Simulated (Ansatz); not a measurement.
C$_{3}$H$_{11}$MoN$_{3}$O, SMILES `C[N]=[Mo]([NH2])(=[N]C)[O]C`, relaxed with RKS PBE-D4/def2-SVP in Ansatz from a rough embedded geometry. The force threshold is 0.03 eV/Å; the program also tests the step.

Total charge 0; spin multiplicity 1. Mo: def2 effective core potential.

Start:

```xyz
19

C    -1.566    0.279    1.836
N    -1.326   -0.395    0.604
Mo   -0.217    0.377   -0.733
N    -0.976    2.426   -1.155
N     1.574    0.474   -0.165
C     1.984   -0.050    1.097
O    -0.379   -0.691   -2.462
C     0.269   -1.869   -2.146
H    -0.944    1.255    1.813
H    -1.103   -0.364    2.655
H    -2.574    0.453    2.012
H    -1.962    2.382   -0.964
H    -0.443    2.969   -0.406
H     1.719   -1.144    1.133
H     1.453    0.486    1.898
H     3.095    0.066    1.202
H     0.129   -2.610   -2.964
H    -0.098   -2.316   -1.210
H     1.364   -1.728   -2.047
```

(1) By how much does the energy fall, and how many steps does the optimiser take? (Best estimate.)

(2) Which bonds change most? (Best estimate.)

(3) Give the relaxed structure. (Best estimate.)

Answers

(1) The calculation gave: 272.27 kJ/mol, in 33 steps, 4 of them rejected.

(2) Computed: Mo3–N4 from 2.226 to 1.963 Å; N2–Mo3 from 1.900 to 1.753 Å; Mo3–O7 from 2.038 to 1.908 Å; Mo3–N5 from 1.882 to 1.756 Å.

(3) Computed: 
```xyz
19

C    -2.071    0.143    2.122
N    -1.446    0.336    0.862
Mo   -0.307    0.445   -0.467
N    -0.490    2.249   -1.220
N     1.346    0.301    0.109
C     2.397    0.168    1.061
O    -0.645   -0.944   -1.730
C     0.074   -2.022   -2.261
H    -2.593    1.071    2.453
H    -1.340   -0.128    2.919
H    -2.837   -0.667    2.077
H    -1.316    2.840   -1.094
H     0.303    2.810   -1.543
H     3.025   -0.725    0.839
H     2.017    0.065    2.103
H     3.071    1.054    1.033
H    -0.076   -2.070   -3.364
H    -0.280   -2.988   -1.831
H     1.169   -1.938   -2.067
```
